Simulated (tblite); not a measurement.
Species: C5H11NOSi2.
Cartesian coordinates in Å at the GFN2-xTB level; atoms count from 1:
```xyz
20
C5H11NOSi2 angstrom
C      4.155    1.787   -0.260
C      3.265    1.041    0.048
Si     1.898   -0.108    0.535
C      1.342   -1.190   -0.933
C     -0.194   -1.204   -0.936
Si    -0.748    0.461   -0.200
N     -2.083    0.301    0.862
C     -3.421    0.150    0.349
O      0.542    0.780    0.757
H      4.931    2.444   -0.531
H      2.166   -0.801    1.792
H      1.697   -0.735   -1.860
H      1.742   -2.204   -0.916
H     -0.548   -2.014   -0.294
H     -0.573   -1.411   -1.937
H     -0.798    1.536   -1.200
H     -2.060    0.882    1.688
H     -3.834    1.089   -0.038
H     -4.084   -0.226    1.129
H     -3.399   -0.567   -0.468
```

All values are computed: GFN2-xTB (tblite) harmonic vibrations without scaling, gas phase. This tight-binding method is rough: wavenumbers can miss measured ones by several per cent, in bad cases by 10 to 20. Modes of hydrogen on silicon can be 10 to 20 % off. One conformer, not necessarily the lowest.

Harmonic wavenumbers (cm⁻¹): 38.0, 63.2, 89.1, 102.4, 141.8, 162.6, 171.6, 237.2, 266.1, 272.1, 320.3, 357.2, 397.5, 546.1, 581.6, 627.9, 630.7, 661.3, 676.7, 680.9, 687.7, 710.8, 739.1, 771.9, 797.7, 815.1, 854.6, 932.4, 1043.8, 1060.4, 1061.1, 1115.5, 1140.5, 1164.9, 1259.2, 1280.9, 1351.9, 1422.8, 1478.8, 1493.9, 1495.2, 1506.4, 2209.5, 2214.4, 2277.5, 2906.7, 2952.5, 2965.1, 2980.7, 2985.5, 2990.3, 3031.4, 3349.8, 3437.5.

A = 2852, B = 639.1, C = 576.6 MHz; mass 157.038 u (most abundant isotopes); point group C1, symmetry number 1.

Task: Zero-point energy?

Result: Half the sum of the wavenumbers: 32755 cm⁻¹ = 391.84 kJ/mol.

Task: What is S at 350 K and 1 bar for an ideal gas of classical rigid rotors and harmonic oscillators?

Result: Translation 175.25, rotation 127.96, vibration 187.17: S = 490.4 J/(mol K).

Task: And Cp and H(350 K) − H(0)?

Result: Cp = 216.66 J/(mol K), of which vibrations give 183.40 (their classical limit is 54 R = 449.0); H(350 K) − H(0) = 45.34 kJ/mol without the zero-point energy, 33.70 from vibrations.

Task: How do the functions run with temperature in this model?

Result: 
```csv
T (K),S (J/(mol K)),Cp (J/(mol K)),H − H(0) (kJ/mol),G − H(0) (kJ/mol),ln q(vib)
100,310.2,93.4,6.21,-24.82,2.39
200,390.6,144.3,18.10,-60.03,5.87
300,458.7,194.2,35.06,-102.56,9.27
500,577.4,271.6,82.18,-206.52,15.78
800,721.8,341.8,175.15,-402.26,24.70
1000,801.5,372.4,246.72,-554.76,30.06
```

q(vib) and H(0) count from the zero-point level.

Task: Which modes carry the vibrational entropy at 350 K?

Result: 38.0 cm⁻¹: 23.76; 63.2 cm⁻¹: 19.54; 89.1 cm⁻¹: 16.71; 102.4 cm⁻¹: 15.57; 141.8 cm⁻¹: 12.92; 162.6 cm⁻¹: 11.82 J/(mol K); the other 48 give 86.85 together.

Task: What must be added to the electronic energy to get the Gibbs energy at 350 K and 1 bar?

Result: ZPE + [H(350 K) − H(0)] − T·S = 391.84 + 45.34 − 171.63 = 265.55 kJ/mol.

Task: Blend soft modes into free rotors: weight 1/[1 + (100 cm⁻¹/ν̃)⁴] for the oscillator and the rest for a rotor with moment μB/(μ + B), μ = h/(8π²ν), B = 10⁻⁴⁴ kg m². What vibrational entropy results?

Result: 171.64 J/(mol K) in place of 187.17, which changes −T·S at 350 K by +5.44 kJ/mol.

Hindered rotation and anharmonicity are outside this model. Other conformers, if any are populated, would add a mixing term that is left out. The structure is chiral; the term R ln 2 for an equal mix with its mirror image is left out.
